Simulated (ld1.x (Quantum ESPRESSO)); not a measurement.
## Reading a pseudo-wave (samarium (Sm))

Columns: radius, all-electron u(r) and pseudo u(r) of the 5s shell (level -52.92 eV) of samarium in the configuration [Kr] 4d10 4f6 5s2 5p6 5d0 6s0.5 6p0; PBE, scalar-relativistic, TM scheme, ld1.x (Quantum ESPRESSO) 7.5.

```csv
r (bohr),all-electron,pseudo
0.130,0.1496,0.0657
0.260,0.1475,0.1369
0.390,-0.4401,0.2191
0.520,-0.4795,0.3181
0.650,-0.1212,0.4375
0.780,0.3134,0.5761
0.910,0.6603,0.7228
1.040,0.8779,0.8557
1.170,0.9797,0.9470
1.300,0.9947,0.9776
1.430,0.9520,0.9475
1.560,0.8752,0.8749
1.690,0.7819,0.7819
1.820,0.6836,0.6836
1.950,0.5881,0.5881
2.080,0.4994,0.4994
2.210,0.4198,0.4198
2.340,0.3499,0.3499
2.470,0.2898,0.2898
2.600,0.2386,0.2386
2.730,0.1956,0.1956
2.860,0.1597,0.1597
2.990,0.1299,0.1299
3.120,0.1054,0.1054
3.250,0.0853,0.0853
3.380,0.0688,0.0688
```

(1) How many radial nodes do the two functions have?

(2) At about which radius was the pseudo-wave matched?

(3) Is the pseudo-wave norm-conserving?

## Answers

(1) The all-electron 5s function has n − l − 1 = 4 (the table is too coarse to show those close to the nucleus); the pseudo-wave has 0, since the states of the same l below it are removed with the core.

(2) 1.75 bohr. The columns agree to 0.0005 from 1.56 bohr on; several derivatives are matched, so the curves merge somewhat inside the radius.

(3) Yes: the TM scheme keeps the norm inside the radius equal to the all-electron one, which fixes the energy derivative of the logarithmic derivative at the level.
